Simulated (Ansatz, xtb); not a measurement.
## Relaxing a trial structure of C2H5BF

The starting geometry of this gas-phase doublet was built from a drawn formula by distance geometry and a force field; its bonds are those of `[CH2][BH-]([CH2+])F`.

```yaml
atoms:
  - { symbol: C, position_ang: [-0.7877, -1.4139, 0.8808] }
  - { symbol: C, position_ang: [-3.3625, -1.3073, 0.5906] }
  - { symbol: B, position_ang: [-2.0144, -0.4550, 0.5567] }
  - { symbol: F, position_ang: [-2.0655, 0.6329, 1.5584] }
  - { symbol: H, position_ang: [-0.6016, -2.1292, 0.0657] }
  - { symbol: H, position_ang: [0.1762, -0.8061, 1.0141] }
  - { symbol: H, position_ang: [-1.8684, 0.0180, -0.5317] }
  - { symbol: H, position_ang: [-3.4727, -2.1581, -0.1012] }
  - { symbol: H, position_ang: [-4.1301, -1.0547, 1.3209] }
```

Question: Predict what becomes of its bonds when it is optimised with r2SCAN-D4/def2-SVP.

Answer: It rearranges to `[CH2]B(C)F`. Contacts that open: B3–H7 (1.20 → 2.20 Å). Contacts that close: C1–H7 (2.28 → 1.10 Å).

The energy falls by 4.20 eV over 29 steps:

```tsv
step	E − E(last) (eV)
1	4.197
4	2.375
7	0.640
10	0.017
13	0.002
17	0.001
20	0.001
23	0.000
26	0.000
29	0.000
```

Final geometry (Å):

```yaml
atoms:
  - { symbol: C, position_ang: [-0.8127, -0.9923, 0.2771] }
  - { symbol: C, position_ang: [-3.5144, -1.3254, 0.7901] }
  - { symbol: B, position_ang: [-2.1911, -0.5315, 0.8634] }
  - { symbol: F, position_ang: [-2.2310, 0.6623, 1.4848] }
  - { symbol: H, position_ang: [-0.8309, -1.9804, -0.2045] }
  - { symbol: H, position_ang: [-0.0494, -1.0046, 1.0754] }
  - { symbol: H, position_ang: [-0.4538, -0.2517, -0.4599] }
  - { symbol: H, position_ang: [-3.5952, -2.3056, 0.3074] }
  - { symbol: H, position_ang: [-4.4482, -0.9442, 1.2207] }
```

From the same start GFN2-xTB reaches the same bonding as this run.

No frequencies were run, so the end isn't proven a minimum. Open shells are spin-unrestricted. Run with Ansatz 0.2.0, 2.1 min on 2 threads of Arm Neoverse V1, with other jobs on the host.
